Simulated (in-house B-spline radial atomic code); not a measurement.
Values are calculated unless marked as measured or tabulated.
**Mn in electron gases of falling density**

A nucleus sits in a uniform electron gas with a rigid positive background. The Kohn-Sham equations are solved self-consistently in the spin-unpolarised LDA (PW92), non-relativistic, on B-splines with outgoing waves at the boundary and partial waves to l = 8. The model has no lattice, no bands and no magnetic solution. Atomic units; δ_l are the phase shifts at the Fermi level, counted so that each bound state adds π, and good to about 0.0005. A narrow, partly filled d or f resonance in a thin gas would split by spin, so such rows rest on a solution that is probably unstable.

| r_s (bohr) | k_F | δ0/π | δ1/π | δ2/π | shallowest bound level (hartree) | σ_tr (bohr²) | Q (a.u.) |
| --- | --- | --- | --- | --- | --- | --- | --- |
| 1.5 | 1.2794 | 2.694 | 1.921 | 0.745 | p -1.02 | 21.65 | 1.960 |
| 1.65 | 1.1631 | 2.741 | 1.950 | 0.741 | p -1.1 | 26.97 | 1.667 |
| 1.8 | 1.0662 | 2.783 | 1.971 | 0.735 | p -1.17 | 33.09 | 1.444 |
| 2 | 0.9596 | 2.832 | 1.993 | 0.727 | p -1.25 | 42.41 | 1.214 |
| 2.07 | 0.9271 | 2.848 | 1.999 | 0.724 | p -1.28 | 45.96 | 1.147 |
| 2.2 | 0.8723 | 2.877 | 2.008 | 0.718 | p -1.32 | 52.98 | 1.036 |
| 2.4 | 0.7996 | 2.918 | 2.018 | 0.710 | p -1.37 | 64.87 | 0.896 |
| 2.67 | 0.7188 | 2.970 | 2.026 | 0.699 | p -1.43 | 83.23 | 0.750 |
| 3 | 0.6397 | 3.029 | 2.031 | 0.687 | p -1.48 | 109.91 | 0.622 |
| 3.3 | 0.5816 | 3.080 | 2.031 | 0.676 | p -1.52 | 138.99 | 0.537 |
| 3.6 | 0.5331 | 3.127 | 2.028 | 0.668 | p -1.55 | 173.35 | 0.473 |
| 4 | 0.4798 | 3.186 | 2.023 | 0.658 | p -1.58 | 228.07 | 0.408 |

Q = n k_F σ_tr, with n = 3/(4π r_s³).

(1) How does the screening charge move between partial waves as the gas thins?

(2) What end-to-end powers of r_s do the first and last rows give for σ_tr and Q?

Results:

(1) By (2/π)(2l + 1) δ_l, at r_s = 1.5 it is s 5.39, p 11.53, d 7.45, f and beyond 0.62, and at r_s = 4 s 6.37, p 12.14, d 6.58, f and beyond -0.10. The free atom is [Ar] 3d5 4s2.

(2) σ_tr goes as r_s^+2.40 and Q as r_s^-1.60. Since n k_F/k_F² goes as r_s⁻², Q = 4π n Σ/k_F would fall as r_s⁻² at fixed phase shifts; the sum Σ (l + 1) sin²(δ_l − δ_(l+1)) is 2.821 in the first row and 4.178 in the last, and ranges from 2.82 to 4.18 between them, so these powers are no law.
